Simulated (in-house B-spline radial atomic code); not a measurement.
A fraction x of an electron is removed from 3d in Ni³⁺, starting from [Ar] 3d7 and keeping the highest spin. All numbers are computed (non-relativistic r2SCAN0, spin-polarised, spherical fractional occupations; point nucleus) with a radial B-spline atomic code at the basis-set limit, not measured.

Caution: exact exchange at fractional occupations of open shells leaves self-interaction of up to several eV.

```
   x  E(x) - E(0) (eV)  3d down level (eV)
   0            0.0000             -44.153
0.03            1.3326             -44.687
0.17            7.7646             -47.205
0.36           17.0629             -50.684
0.42           20.1373             -51.798
 0.5           24.3409             -53.293
0.56           27.5723             -54.422
0.66           33.1093             -56.320
0.78           40.0054             -58.621
0.96           50.8713             -62.120
   1           53.3718             -62.906
```

The exact functional would give a straight line between the two integer points. Deviations E(x) - E(0) - x[E(1) - E(0)], in eV: -0.269 at x = 0.03, -1.309 at x = 0.17, -2.151 at x = 0.36, -2.279 at x = 0.42, -2.345 at x = 0.5, -2.316 at x = 0.56, -2.116 at x = 0.66, -1.625 at x = 0.78, -0.366 at x = 0.96.

The curve lies below the straight line by up to 2.345 eV (at x = 0.5): convex, the delocalisation error, to which spherically averaged exact exchange adds.

Question: How well does Slater's transition state (minus the level at half occupation) give the ionisation energy?

Answer: It gives 53.293 eV against 53.372 eV from the two total energies; NIST lists 54.92 eV, ground level to ground level. The end point has an open shell averaged over its orbitals, so its exact exchange keeps a self-interaction and this is no true integer point.
